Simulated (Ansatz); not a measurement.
A run on F₃H₂Si₂ (`F[SiH][SiH](F)F`) radical with other settings.

```yaml
crystal:
  periodic: [false, false, false]
  atoms:
    - {symbol: F, position_ang: [-2.234038, 0.515710, 0.619312]}
    - {symbol: Si, position_ang: [-0.818700, 0.430098, 1.345866]}
    - {symbol: Si, position_ang: [0.351005, -0.766721, -0.614005]}
    - {symbol: F, position_ang: [2.282935, -0.746849, -0.018378]}
    - {symbol: F, position_ang: [-0.086953, -1.940553, -0.719578]}
    - {symbol: H, position_ang: [-0.206014, 2.016754, 1.604011]}
    - {symbol: H, position_ang: [0.596918, 0.333961, -2.131973]}
basis:
  gaussian: {orbitals: aug-cc-pVDZ, final_grid: {core_spheres: 20, valence_spheres: 16, degree: 47}}
magnetization: {spin_polarized: false, initial_magnetization: 3}
hamiltonian: {xc: {name: SPW92}}
accuracy: high
scf: {lower_state_search: light}
output: {forces: true}
```

```sh
$ ansatz run in.yaml --threads 4 --pin off --events-out ev --progress --plain --max-ram 10444MiB
```

It prints (some lines left out):

```
Functional definition: SPW92
2866 factors; integrals over basis functions are off by at most 3.7e-9 eV
mean field evaluation 1: about -23808.4120 eV, gradient 6.3e1 eV
mean field evaluation 2: about -23808.4101 eV, gradient 6.3e1 eV
mean field evaluation 4: about -23801.4538 eV, gradient 7.9e1 eV
mean field evaluation 8: about -23815.6926 eV, gradient 5.8e0 eV
mean field evaluation 16: about -23815.8028 eV, gradient 3.0e-2 eV
mean field evaluation 32: about -23815.8028 eV, gradient 1.9e-6 eV
mean field -23815.80282524 eV, -875.2146108967 hartree, gradient 3.2e-8 eV, S^2 3.750000; 6 other end points of the search recorded, 0 dependent functions left out
reference -23815.80283142 eV, -875.2146111237 hartree; 30, 27 occupied and 111, 114 virtual orbitals, 2866 factors
Total energy: -23815.80283142 eV, -875.2146111237 hartree
Atom 0 at    -2.234038     0.515710     0.619312 Å, force    -1.501621     0.022447    -1.393006 eV/Å
Atom 1 at    -0.818700     0.430098     1.345866 Å, force     2.601151     1.772324     2.439720 eV/Å
Atom 2 at     0.351005    -0.766721    -0.614005 Å, force    14.445606    33.688440     2.516707 eV/Å
Atom 3 at     2.282935    -0.746849    -0.018378 Å, force    -3.887424    -0.220965    -1.103853 eV/Å
Atom 4 at    -0.086953    -1.940553    -0.719578 Å, force   -11.326057   -33.454434    -2.642802 eV/Å
Atom 5 at    -0.206014     2.016754     1.604011 Å, force    -0.690871    -1.529790    -0.288217 eV/Å
Atom 6 at     0.596918     0.333961    -2.131973 Å, force     0.359215    -0.278022     0.471451 eV/Å
Dipole moment:    -0.328282    -0.091262    -0.040724 e Å
```

Run time 9.5 s (4 threads of an Arm Neoverse V1 on a shared host); peak host memory 0.62 GiB.
